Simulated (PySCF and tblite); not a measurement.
The numbers below are computed, except where a source is named.
System: C₆H₉F₂N, numbered as in [F:1][C:2]1=[CH:3][CH2:4][C@@H:5]([F:6])[CH2:7][NH:8][CH2:9]1.

For the pyramidal inversion at N8: electronic barrier 4.79 kcal/mol, zero-point change -1.07 kcal/mol, thermal and entropy terms at 400 K a further 0.01 kcal/mol (symmetry numbers apart). The minimum is C1, the saddle C1. Level: PBE0/pcSseg-1 + D3(BJ), IEF-PCM tetrahydrofuran on GFN2-xTB stationary points, with GFN2-xTB thermal terms. Rate constants are transition-state-theory values, counting equivalent paths, without tunnelling. Run with tblite and PySCF.

Q: How many equivalent paths lead out of the minimum?

A: 1: the symmetry number of the minimum is 1, that of the saddle displaced along its mode 1.

Q: Work out the rate at 400 K.

A: ΔG‡ = 3.73 kcal/mol; k_B T/h = 8.3×10¹² s⁻¹; exp(−ΔG‡/RT) = 0.0092; times 1 gives k = 7.6×10¹⁰ s⁻¹. Wigner's tunnelling factor for the 618i cm⁻¹ mode would be 1.21.
